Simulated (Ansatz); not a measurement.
Basis-set extrapolation for C$_{2}$H$_{6}$N$_{2}$Si (`C1=NC[SiH2]N1`) (PBE0-D4/def2-TZVP geometry, frozen core, the Gaussian-basis code of Ansatz). Multiplicity 1, RHF reference.

|  | def2-TZVPP | def2-QZVPP |
| --- | --- | --- |
| HF | -477.153833 | -477.171802 |
| MP2 correlation | -0.851027 | -0.909471 |
| CCSD(T) correlation | -0.925684 | not run |

Energies in hartree. Use E(X) = E(∞) + A·exp(−7.88·√X) for Hartree–Fock and E(X) = E(∞) + B·X^(−2.97) for correlation, with X = 3 and 4, and add CCSD(T) minus MP2 of the smaller set to the MP2 limit.

Task: What is the CCSD(T) energy at the basis-set limit?

Result: HF limit: -477.171802 + (-0.017969) × 0.13774 = -477.17428. MP2 limit: -0.909471 + (-0.058444) × 0.74074 = -0.95276. Higher-order term: -0.925684 − (-0.851027) = -0.07466. Total: -478.20170 hartree, 3.32 eV below CCSD(T)/def2-TZVPP.
